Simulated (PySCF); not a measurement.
# Relaxation of triplet As₃⁺

Level of theory: UPBE0 in PySCF with As def2-TZVP; no relativity; density-fitted integrals. A (50,194) grid was used.

A hand-made obtuse triangle start, of C2v symmetry, held to at least that symmetry:

```xyz
3
charge 1 multiplicity 3, angstrom
As    0.0000   -0.9680    0.0000
As    1.8876    0.4840    0.0000
As   -1.8876    0.4840    0.0000
```

(1) What forces act on the atoms at the start (eV/Å)?

(2) What does it relax to?

(3) How much energy is released, and in how many steps?

Answers

(1) 
```tsv
atom	Fx	Fy	Fz
As1	0.72	0.82	0.00
As2	-1.85	-0.69	0.00
As3	1.12	-0.13	0.00
```

(2) It ends at C2v with As–As 2.282 Å (×2), As–As 2.755 Å; As–As–As 52.9° (×2), As–As–As 74.3° (after a last refinement on a finer grid). A frequency run shows a minimum. Other isomers or separated fragments may lie lower.

(3) 92.3 kJ/mol in 7 steps.

At this level a singlet minimum of D3h symmetry lies 150 kJ/mol below this structure.
